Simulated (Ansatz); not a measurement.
A short molecular-dynamics run on `[SiH3][N]([SiH3])[Al]([Cl])[Cl]`.

```yaml
crystal:
  periodic: [false, false, false]
  atoms:
    - {symbol: Si, position_ang: [-1.089572, -0.551426, -1.138404]}
    - {symbol: N, position_ang: [0.007875, 0.132368, 0.033129]}
    - {symbol: Si, position_ang: [1.087864, -0.996836, 0.809467]}
    - {symbol: Al, position_ang: [0.024039, 1.860599, 0.408912]}
    - {symbol: Cl, position_ang: [-0.987601, 3.211263, -0.803973]}
    - {symbol: Cl, position_ang: [1.054599, 2.570056, 2.068171]}
    - {symbol: H, position_ang: [-2.314782, 0.281136, -1.226273]}
    - {symbol: H, position_ang: [-1.456898, -1.923218, -0.694618]}
    - {symbol: H, position_ang: [-0.465862, -0.644614, -2.484353]}
    - {symbol: H, position_ang: [1.442255, -2.059638, -0.169565]}
    - {symbol: H, position_ang: [2.322199, -0.295768, 1.241789]}
    - {symbol: H, position_ang: [0.452685, -1.639023, 1.989916]}
basis:
  gaussian: {orbitals: "6-31G*"}
hamiltonian: {xc: {name: PBE}}
md: {timestep: 1 fs, n_steps: 20, ensemble: nvt_nose_hoover, temperature: 500, initial_velocities: maxwell_boltzmann, seed: 686}
```

```sh
$ ansatz run in.yaml --threads 4 --pin off --events-out ev --progress --plain --max-ram 11315MiB
```

| step | time (fs) | potential energy (eV) | kinetic (eV) | T (K) | conserved (eV) |
| --- | --- | --- | --- | --- | --- |
| 0 | 0.0 | -48964.0010 | 0.6463 | 500 | -48963.3547 |
| 1 | 1.0 | -48963.9921 | 0.6377 | 493 | -48963.3543 |
| 2 | 2.0 | -48963.9580 | 0.6045 | 468 | -48963.3535 |
| 3 | 3.0 | -48963.9113 | 0.5586 | 432 | -48963.3527 |
| 4 | 4.0 | -48963.8645 | 0.5124 | 396 | -48963.3521 |
| 5 | 5.0 | -48963.8264 | 0.4746 | 367 | -48963.3519 |
| 6 | 6.0 | -48963.8010 | 0.4491 | 347 | -48963.3520 |
| 7 | 7.0 | -48963.7864 | 0.4341 | 336 | -48963.3525 |
| 8 | 8.0 | -48963.7750 | 0.4221 | 327 | -48963.3532 |
| 9 | 9.0 | -48963.7564 | 0.4032 | 312 | -48963.3537 |
| 10 | 10.0 | -48963.7252 | 0.3725 | 288 | -48963.3533 |
| 11 | 11.0 | -48963.6893 | 0.3381 | 262 | -48963.3520 |
| 12 | 12.0 | -48963.6686 | 0.3186 | 246 | -48963.3510 |
| 13 | 13.0 | -48963.6777 | 0.3275 | 253 | -48963.3515 |
| 14 | 14.0 | -48963.7097 | 0.3583 | 277 | -48963.3529 |
| 15 | 15.0 | -48963.7425 | 0.3904 | 302 | -48963.3540 |
| 16 | 16.0 | -48963.7593 | 0.4076 | 315 | -48963.3540 |
| 17 | 17.0 | -48963.7584 | 0.4077 | 315 | -48963.3534 |
| 18 | 18.0 | -48963.7477 | 0.3980 | 308 | -48963.3527 |
| 19 | 19.0 | -48963.7367 | 0.3880 | 300 | -48963.3523 |
| 20 | 20.0 | -48963.7322 | 0.3841 | 297 | -48963.3522 |

Velocities are drawn at the set temperature; a run this short doesn't reach equilibrium.

Frames (Å, forces in eV/Å):

```xyz
12
time=0.0 fs
Si   -1.090   -0.551   -1.138   -0.246   -0.137   -0.267
N     0.008    0.132    0.033    0.000    0.081    0.018
Si    1.088   -0.997    0.809    0.242   -0.241    0.185
Al    0.024    1.861    0.409    0.002    0.158    0.034
Cl   -0.988    3.211   -0.804   -0.225    0.329   -0.260
Cl    1.055    2.570    2.068    0.229    0.188    0.372
H    -2.315    0.281   -1.226   -0.216    0.119   -0.033
H    -1.457   -1.923   -0.695   -0.087   -0.227    0.056
H    -0.466   -0.645   -2.484    0.085   -0.038   -0.252
H     1.442   -2.060   -0.170    0.085   -0.184   -0.146
H     2.322   -0.296    1.242    0.217    0.091    0.081
H     0.453   -1.639    1.990   -0.087   -0.140    0.213
12
time=1.0 fs
Si   -1.089   -0.551   -1.136   -0.134   -0.182   -0.318
N     0.009    0.138    0.028    0.123    0.045    0.127
Si    1.090   -0.996    0.810    0.328   -0.524   -0.233
Al    0.015    1.860    0.416   -0.003    0.258   -0.037
Cl   -0.985    3.213   -0.807   -0.220    0.306   -0.231
Cl    1.056    2.568    2.067    0.244    0.204    0.419
H    -2.326    0.254   -1.246   -0.277    0.185    0.022
H    -1.423   -1.915   -0.658   -0.148   -0.326    0.015
H    -0.469   -0.638   -2.484    0.089   -0.075   -0.243
H     1.440   -2.075   -0.207   -0.023    0.221    0.268
H     2.339   -0.306    1.251    0.044    0.012    0.028
H     0.429   -1.643    1.976   -0.024   -0.124    0.182
12
time=2.0 fs
Si   -1.089   -0.551   -1.133   -0.080   -0.261   -0.382
N     0.010    0.144    0.024    0.238    0.007    0.225
Si    1.093   -0.996    0.809    0.369   -0.736   -0.534
Al    0.007    1.859    0.423   -0.008    0.359   -0.105
Cl   -0.983    3.214   -0.811   -0.214    0.281   -0.199
Cl    1.057    2.566    2.065    0.257    0.219    0.462
H    -2.339    0.228   -1.266   -0.278    0.207    0.080
H    -1.390   -1.910   -0.621   -0.190   -0.349   -0.051
H    -0.472   -0.633   -2.486    0.077   -0.108   -0.193
H     1.437   -2.088   -0.242   -0.096    0.531    0.603
H     2.356   -0.316    1.261   -0.133   -0.063   -0.027
H     0.405   -1.649    1.964    0.058   -0.088    0.119
12
time=3.0 fs
Si   -1.089   -0.551   -1.131   -0.086   -0.370   -0.446
N     0.012    0.150    0.019    0.338   -0.035    0.308
Si    1.095   -0.996    0.809    0.349   -0.870   -0.719
Al   -0.002    1.858    0.431   -0.013    0.460   -0.169
Cl   -0.980    3.216   -0.815   -0.208    0.256   -0.167
Cl    1.059    2.564    2.064    0.269    0.232    0.502
H    -2.356    0.205   -1.285   -0.215    0.189    0.142
H    -1.359   -1.908   -0.584   -0.218   -0.297   -0.142
H    -0.474   -0.629   -2.490    0.051   -0.135   -0.111
H     1.434   -2.096   -0.271   -0.132    0.731    0.835
H     2.372   -0.326    1.270   -0.287   -0.122   -0.074
H     0.381   -1.655    1.954    0.150   -0.039    0.041
12
time=4.0 fs
Si   -1.089   -0.551   -1.129   -0.137   -0.498   -0.498
N     0.014    0.155    0.015    0.421   -0.079    0.374
Si    1.098   -0.997    0.809    0.267   -0.932   -0.812
Al   -0.011    1.858    0.438   -0.018    0.555   -0.230
Cl   -0.978    3.218   -0.818   -0.201    0.231   -0.133
Cl    1.060    2.562    2.063    0.280    0.245    0.538
H    -2.374    0.183   -1.302   -0.102    0.142    0.205
H    -1.330   -1.909   -0.549   -0.238   -0.191   -0.254
H    -0.475   -0.626   -2.495    0.019   -0.157   -0.012
H     1.429   -2.097   -0.292   -0.135    0.824    0.965
H     2.385   -0.338    1.279   -0.398   -0.154   -0.107
H     0.359   -1.662    1.943    0.241    0.013   -0.035
12
time=5.0 fs
Si   -1.089   -0.552   -1.127   -0.209   -0.627   -0.531
N     0.016    0.161    0.011    0.482   -0.126    0.422
Si    1.100   -0.997    0.808    0.127   -0.925   -0.833
Al   -0.020    1.857    0.445   -0.021    0.643   -0.288
Cl   -0.976    3.219   -0.822   -0.195    0.206   -0.100
Cl    1.062    2.560    2.062    0.289    0.257    0.571
H    -2.393    0.163   -1.318    0.040    0.083    0.268
H    -1.303   -1.912   -0.516   -0.256   -0.060   -0.373
H    -0.476   -0.624   -2.500   -0.015   -0.173    0.085
H     1.423   -2.091   -0.304   -0.109    0.818    0.993
H     2.395   -0.351    1.286   -0.454   -0.155   -0.121
H     0.339   -1.669    1.933    0.321    0.059   -0.094
12
time=6.0 fs
Si   -1.089   -0.552   -1.125   -0.278   -0.741   -0.538
N     0.018    0.167    0.007    0.521   -0.174    0.451
Si    1.103   -0.998    0.807   -0.063   -0.845   -0.791
Al   -0.028    1.857    0.452   -0.023    0.719   -0.341
Cl   -0.973    3.221   -0.826   -0.189    0.183   -0.067
Cl    1.063    2.558    2.061    0.295    0.268    0.599
H    -2.412    0.144   -1.331    0.182    0.028    0.325
H    -1.279   -1.916   -0.487   -0.274    0.065   -0.485
H    -0.477   -0.624   -2.504   -0.043   -0.184    0.167
H     1.415   -2.076   -0.306   -0.057    0.716    0.919
H     2.400   -0.366    1.293   -0.451   -0.126   -0.113
H     0.322   -1.675    1.921    0.379    0.091   -0.125
12
time=7.0 fs
Si   -1.089   -0.553   -1.123   -0.324   -0.829   -0.519
N     0.021    0.172    0.004    0.537   -0.222    0.463
Si    1.106   -1.000    0.806   -0.296   -0.678   -0.684
Al   -0.037    1.857    0.459   -0.021    0.783   -0.390
Cl   -0.971    3.223   -0.830   -0.185    0.161   -0.035
Cl    1.065    2.556    2.060    0.300    0.278    0.624
H    -2.429    0.124   -1.341    0.303   -0.011    0.371
H    -1.257   -1.919   -0.463   -0.294    0.161   -0.577
H    -0.479   -0.626   -2.507   -0.060   -0.190    0.221
H     1.408   -2.055   -0.300    0.020    0.511    0.732
H     2.401   -0.382    1.298   -0.388   -0.069   -0.084
H     0.309   -1.680    1.908    0.409    0.105   -0.122
12
time=8.0 fs
Si   -1.089   -0.554   -1.121   -0.334   -0.883   -0.473
N     0.024    0.177    0.001    0.531   -0.272    0.460
Si    1.109   -1.001    0.804   -0.562   -0.413   -0.504
Al   -0.046    1.858    0.465   -0.016    0.831   -0.436
Cl   -0.969    3.225   -0.833   -0.181    0.142   -0.005
Cl    1.067    2.554    2.059    0.302    0.287    0.644
H    -2.444    0.105   -1.347    0.385   -0.027    0.404
H    -1.238   -1.920   -0.444   -0.315    0.214   -0.638
H    -0.481   -0.630   -2.508   -0.066   -0.190    0.241
H     1.400   -2.028   -0.286    0.123    0.203    0.427
H     2.398   -0.399    1.302   -0.274    0.010   -0.035
H     0.300   -1.684    1.894    0.408    0.098   -0.086
12
time=9.0 fs
Si   -1.089   -0.555   -1.120   -0.302   -0.900   -0.405
N     0.027    0.183   -0.002    0.506   -0.322    0.446
Si    1.111   -1.003    0.803   -0.844   -0.053   -0.252
Al   -0.054    1.858    0.472   -0.006    0.865   -0.477
Cl   -0.967    3.227   -0.837   -0.179    0.123    0.024
Cl    1.069    2.553    2.059    0.301    0.295    0.659
H    -2.454    0.085   -1.350    0.418   -0.016    0.420
H    -1.223   -1.919   -0.431   -0.335    0.217   -0.662
H    -0.484   -0.635   -2.506   -0.058   -0.186    0.225
H     1.394   -2.000   -0.269    0.247   -0.195    0.012
H     2.392   -0.415    1.307   -0.124    0.104    0.029
H     0.295   -1.687    1.879    0.376    0.069   -0.018
12
time=10.0 fs
Si   -1.089   -0.557   -1.119   -0.227   -0.881   -0.321
N     0.031    0.187   -0.004    0.465   -0.374    0.422
Si    1.113   -1.005    0.801   -1.108    0.362    0.034
Al   -0.063    1.859    0.478    0.009    0.884   -0.515
Cl   -0.965    3.229   -0.841   -0.179    0.107    0.052
Cl    1.071    2.551    2.059    0.297    0.302    0.670
H    -2.461    0.066   -1.348    0.398    0.021    0.419
H    -1.210   -1.916   -0.424   -0.350    0.169   -0.648
H    -0.488   -0.642   -2.502   -0.039   -0.178    0.175
H     1.390   -1.974   -0.251    0.379   -0.633   -0.458
H     2.385   -0.431    1.311    0.039    0.199    0.097
H     0.293   -1.690    1.865    0.316    0.022    0.074
12
time=11.0 fs
Si   -1.090   -0.559   -1.118   -0.111   -0.829   -0.230
N     0.035    0.192   -0.006    0.411   -0.427    0.392
Si    1.115   -1.006    0.799   -1.306    0.743    0.268
Al   -0.072    1.861    0.485    0.031    0.889   -0.548
Cl   -0.963    3.231   -0.845   -0.179    0.091    0.078
Cl    1.073    2.550    2.059    0.289    0.307    0.675
H    -2.464    0.046   -1.343    0.328    0.081    0.403
H    -1.201   -1.912   -0.424   -0.361    0.074   -0.596
H    -0.491   -0.651   -2.497   -0.010   -0.164    0.098
H     1.389   -1.953   -0.238    0.490   -1.007   -0.874
H     2.379   -0.444    1.317    0.183    0.281    0.157
H     0.294   -1.692    1.850    0.236   -0.038    0.177
12
time=12.0 fs
Si   -1.090   -0.561   -1.117    0.040   -0.748   -0.143
N     0.039    0.196   -0.008    0.348   -0.485    0.360
Si    1.116   -1.007    0.797   -1.384    0.968    0.337
Al   -0.081    1.863    0.491    0.058    0.881   -0.578
Cl   -0.961    3.233   -0.848   -0.180    0.076    0.103
Cl    1.075    2.548    2.059    0.277    0.311    0.675
H    -2.463    0.027   -1.334    0.214    0.159    0.372
H    -1.195   -1.907   -0.429   -0.366   -0.061   -0.509
H    -0.495   -0.662   -2.490    0.023   -0.145    0.006
H     1.394   -1.942   -0.233    0.545   -1.192   -1.094
H     2.374   -0.455    1.323    0.278    0.336    0.194
H     0.298   -1.695    1.838    0.148   -0.101    0.276
12
time=13.0 fs
Si   -1.091   -0.564   -1.116    0.212   -0.649   -0.069
N     0.044    0.201   -0.010    0.277   -0.546    0.326
Si    1.117   -1.008    0.796   -1.308    0.962    0.180
Al   -0.089    1.864    0.496    0.092    0.862   -0.603
Cl   -0.959    3.235   -0.852   -0.181    0.062    0.126
Cl    1.077    2.547    2.059    0.260    0.312    0.669
H    -2.461    0.010   -1.321    0.073    0.249    0.331
H    -1.193   -1.902   -0.439   -0.363   -0.218   -0.397
H    -0.499   -0.674   -2.484    0.053   -0.121   -0.088
H     1.403   -1.943   -0.238    0.518   -1.112   -1.027
H     2.372   -0.463    1.332    0.300    0.355    0.198
H     0.303   -1.699    1.828    0.066   -0.157    0.353
12
time=14.0 fs
Si   -1.091   -0.567   -1.115    0.388   -0.545   -0.016
N     0.049    0.204   -0.011    0.199   -0.609    0.293
Si    1.117   -1.009    0.794   -1.092    0.744   -0.149
Al   -0.098    1.867    0.502    0.132    0.832   -0.625
Cl   -0.957    3.237   -0.856   -0.183    0.047    0.148
Cl    1.080    2.546    2.060    0.239    0.311    0.657
H    -2.458   -0.005   -1.305   -0.072    0.338    0.285
H    -1.194   -1.900   -0.453   -0.351   -0.373   -0.274
H    -0.502   -0.687   -2.478    0.075   -0.090   -0.167
H     1.418   -1.954   -0.254    0.414   -0.799   -0.705
H     2.373   -0.467    1.343    0.243    0.335    0.163
H     0.308   -1.704    1.821    0.006   -0.192    0.390
12
time=15.0 fs
Si   -1.091   -0.570   -1.114    0.542   -0.455    0.014
N     0.054    0.207   -0.013    0.115   -0.672    0.259
Si    1.118   -1.009    0.793   -0.789    0.413   -0.520
Al   -0.107    1.869    0.507    0.178    0.791   -0.643
Cl   -0.955    3.239   -0.860   -0.184    0.033    0.170
Cl    1.082    2.545    2.060    0.214    0.308    0.640
H    -2.455   -0.017   -1.286   -0.191    0.413    0.238
H    -1.199   -1.901   -0.470   -0.330   -0.495   -0.158
H    -0.505   -0.701   -2.474    0.083   -0.052   -0.218
H     1.436   -1.973   -0.276    0.261   -0.368   -0.254
H     2.376   -0.468    1.355    0.124    0.284    0.095
H     0.314   -1.711    1.818   -0.023   -0.199    0.378
12
time=16.0 fs
Si   -1.091   -0.573   -1.113    0.645   -0.398    0.025
N     0.059    0.210   -0.014    0.025   -0.730    0.224
Si    1.117   -1.010    0.791   -0.464    0.067   -0.811
Al   -0.115    1.872    0.513    0.229    0.739   -0.658
Cl   -0.954    3.241   -0.863   -0.186    0.019    0.190
Cl    1.085    2.543    2.061    0.184    0.302    0.617
H    -2.455   -0.024   -1.265   -0.255    0.462    0.195
H    -1.206   -1.907   -0.488   -0.299   -0.554   -0.065
H    -0.506   -0.715   -2.472    0.072   -0.008   -0.233
H     1.457   -1.996   -0.301    0.097    0.059    0.193
H     2.380   -0.467    1.368   -0.030    0.215    0.008
H     0.319   -1.720    1.819   -0.018   -0.173    0.315
12
time=17.0 fs
Si   -1.091   -0.576   -1.112    0.678   -0.388    0.026
N     0.064    0.212   -0.015   -0.072   -0.779    0.189
Si    1.117   -1.010    0.789   -0.169   -0.232   -0.963
Al   -0.124    1.875    0.518    0.285    0.675   -0.670
Cl   -0.952    3.243   -0.867   -0.188    0.007    0.209
Cl    1.087    2.542    2.062    0.150    0.295    0.588
H    -2.457   -0.028   -1.242   -0.247    0.475    0.156
H    -1.217   -1.918   -0.507   -0.258   -0.528   -0.007
H    -0.507   -0.730   -2.472    0.044    0.042   -0.209
H     1.479   -2.018   -0.323   -0.052    0.411    0.553
H     2.384   -0.463    1.381   -0.187    0.142   -0.085
H     0.325   -1.731    1.823    0.014   -0.119    0.213
12
time=18.0 fs
Si   -1.091   -0.579   -1.111    0.635   -0.424    0.025
N     0.069    0.214   -0.015   -0.174   -0.814    0.153
Si    1.116   -1.010    0.786    0.067   -0.461   -0.979
Al   -0.132    1.879    0.522    0.346    0.597   -0.682
Cl   -0.950    3.245   -0.870   -0.189   -0.004    0.227
Cl    1.090    2.542    2.063    0.113    0.285    0.556
H    -2.461   -0.027   -1.217   -0.164    0.451    0.121
H    -1.230   -1.934   -0.526   -0.206   -0.415    0.016
H    -0.508   -0.744   -2.474    0.002    0.094   -0.154
H     1.501   -2.036   -0.341   -0.172    0.661    0.798
H     2.387   -0.458    1.394   -0.319    0.077   -0.168
H     0.330   -1.742    1.829    0.061   -0.047    0.087
12
time=19.0 fs
Si   -1.090   -0.583   -1.110    0.525   -0.492    0.028
N     0.074    0.215   -0.016   -0.281   -0.829    0.118
Si    1.116   -1.011    0.784    0.237   -0.618   -0.889
Al   -0.141    1.882    0.527    0.411    0.505   -0.692
Cl   -0.949    3.247   -0.874   -0.191   -0.014    0.243
Cl    1.092    2.541    2.065    0.073    0.275    0.520
H    -2.467   -0.021   -1.191   -0.024    0.395    0.084
H    -1.245   -1.954   -0.545   -0.146   -0.235    0.013
H    -0.508   -0.757   -2.478   -0.046    0.148   -0.080
H     1.520   -2.048   -0.351   -0.258    0.807    0.927
H     2.386   -0.452    1.405   -0.407    0.029   -0.231
H     0.336   -1.755    1.836    0.108    0.031   -0.042
12
time=20.0 fs
Si   -1.090   -0.587   -1.109    0.373   -0.568    0.039
N     0.078    0.216   -0.017   -0.390   -0.824    0.084
Si    1.116   -1.011    0.781    0.338   -0.701   -0.728
Al   -0.149    1.886    0.531    0.480    0.400   -0.702
Cl   -0.947    3.249   -0.877   -0.193   -0.021    0.257
Cl    1.095    2.540    2.066    0.031    0.264    0.481
H    -2.473   -0.012   -1.165    0.145    0.316    0.045
H    -1.261   -1.977   -0.563   -0.082   -0.022   -0.002
H    -0.509   -0.769   -2.482   -0.094    0.198   -0.002
H     1.538   -2.052   -0.352   -0.310    0.856    0.950
H     2.381   -0.446    1.413   -0.442    0.002   -0.267
H     0.343   -1.767    1.842    0.144    0.101   -0.156
```

It took 33 s on 4 threads of an Arm Neoverse V2 on a shared host, with 0.2 GiB of host memory at the peak.
